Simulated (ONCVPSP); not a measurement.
## antimony (Sb), ONCV: configuration errors across variants

| Property | Result |
| --- | --- |
| Element | antimony (Sb) |
| Generator | ONCVPSP 4.0.1 |
| Type | optimised norm-conserving Vanderbilt (ONCV) |
| Functional | PBE |
| Relativity | scalar-relativistic |
| Frozen core | [Kr] 4d10 |
| Valence charge | 5 |
| Reference configuration | 5s1 5p4 |
| Partial waves | 5s: rc 1.90 bohr, ncon 4, nbas 7, qcut 2.8 1/bohr, 1 projector; 5p: rc 2.55 bohr, ncon 5, nbas 9, qcut 3.3 1/bohr, 1 projector; d scattering state at 0.26 Ha: rc 1.95 bohr, ncon 4, nbas 9, qcut 4.6 1/bohr, 2 projectors, debl 3.3 Ha |
| Local potential | polynomial inside 1.70 bohr (lpopt 5, dvloc0 1 Ha) |
| Core correction | Teter function, fcfact 4, rcfact 1.05 |

All-electron excitation energies from the reference (eV): (1) 5s2 5p3 -8.112; (2) 5s2 5p2 0.205; (3) 5s2 5p1 16.174; (4) 5s2 5p0 40.587.

A true bound ghost makes a file unfit for plane-wave use even where its test errors are small: the radial tests pick states by their node count and pass the ghost by.

Errors AE − PS in meV (a dash: test not solved or not reliable):

```
     change   (1)   (2)  (3)   (4)  bound ghosts  GHOST(+) flags above zero
       base   +10  +6.2  +16  +111             s                          d
p: qcut 2.1   +15   +10  +19  +108             s                          d
p: qcut 2.4   +15   +10  +19  +108             s                          d
p: qcut 2.6   +14   +10  +19  +109             s                          d
p: qcut 3.2   +11  +6.8  +16  +111             s                          d
p: qcut 3.5  +9.2  +4.9  +15  +112             s                          d
p: qcut 4.1  +5.8  +1.6  +12  +116             s                          d
p: qcut 4.6  +3.9  -0.3  +11  +118             s                          d
p: qcut 4.9  +3.1  -1.1  +10  +118             s                          d
```

Give the same row for: p: qcut 3.9.

+6.8, +2.6, +13, +114; bound ghosts: s; GHOST(+) flags above zero: d.
